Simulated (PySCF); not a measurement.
# GeO at RHF-CCSD(T)

Level: RHF-CCSD(T). PySCF, spin-free X2C with a Gaussian nucleus, basis sets Ge x2c-SVPall, O x2c-SVPall.

| Quantity | Value |
| --- | --- |
| state | ¹Σ⁺ (singlet), closed shell |
| bond length | 1.638 Å |
| harmonic wavenumber | 969 cm⁻¹ |
| force constant | 7.28 mdyn/Å |
| rotational constant Be | 0.4777 cm⁻¹ |
| anharmonicity ωexe | 4.56 cm⁻¹ |
| vibration–rotation constant αe | 0.00306 cm⁻¹ |
| well depth De to Ge + O | 6.26 eV |
| dissociation energy D0 | 6.20 eV |

Correlated steps freeze 10 core orbitals. Correlated levels converge slowly with the basis: in double zeta they bind strong bonds too weakly, by up to about 1 eV, and carry superposition errors of some tenths. Where the molecule has an RHF reference, its open-shell atoms are computed with UHF. The CCSD T1 diagnostic is raised, a sign that a single reference may not be enough here.
